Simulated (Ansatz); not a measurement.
B8N⁺. The state is a singlet with charge 1. Geometry PBE0-D4/def2-SVP.

```xyz
9

N    -0.295    0.262    0.096
B    -1.413    1.255    0.459
B     0.079    1.430    0.981
B     0.041   -1.812   -1.205
B    -1.434   -1.362   -1.303
B     0.936   -0.831   -0.304
B     2.115   -0.102    0.505
B    -1.673   -0.014   -0.463
B     1.643    1.175    1.235
```

The restricted singlet is unstable towards broken spin symmetry in Hartree–Fock (as tested in another run); at PBE-D4/def2-SVP, PBE-D4/def2-TZVP, r2SCAN-D4/def2-TZVP, PBE0-D4/def2-SVP and others this wasn't settled. Another isomer (singlet) lies 5.46 eV lower at PBE0-D4/def2-TZVP; other spin states weren't run for this one.

(1) Estimate the orbital energies around the gap (eV) in Ansatz with PBE-D4/def2-SVP, PBE-D4/def2-TZVP, r2SCAN-D4/def2-TZVP, PBE0-D4/def2-SVP, ωB97M-V/def2-TZVP.

Answers

(1) 
| orbital | PBE-D4/def2-SVP | PBE-D4/def2-TZVP | r2SCAN-D4/def2-TZVP | PBE0-D4/def2-SVP | ωB97M-V/def2-TZVP |
| --- | --- | --- | --- | --- | --- |
| HOMO−5 | -13.91 | -13.93 | -14.28 | -15.33 | -17.65 |
| HOMO−4 | -12.95 | -12.89 | -13.09 | -14.15 | -16.16 |
| HOMO−3 | -12.40 | -12.38 | -12.58 | -13.56 | -15.64 |
| HOMO−2 | -12.35 | -12.30 | -12.51 | -13.55 | -15.64 |
| HOMO−1 | -10.79 | -10.73 | -10.81 | -11.58 | -13.49 |
| HOMO | -10.77 | -10.73 | -10.80 | -11.45 | -13.17 |
| LUMO | -9.99 | -9.95 | -9.62 | -8.91 | -6.68 |
| LUMO+1 | -9.32 | -9.25 | -8.88 | -8.24 | -5.99 |
| LUMO+2 | -8.92 | -8.86 | -8.71 | -8.06 | -5.97 |
| LUMO+3 | -8.12 | -8.13 | -7.67 | -6.99 | -4.89 |
| LUMO+4 | -7.68 | -7.66 | -7.19 | -6.63 | -4.62 |
| LUMO+5 | -7.49 | -7.43 | -7.13 | -6.51 | -4.35 |
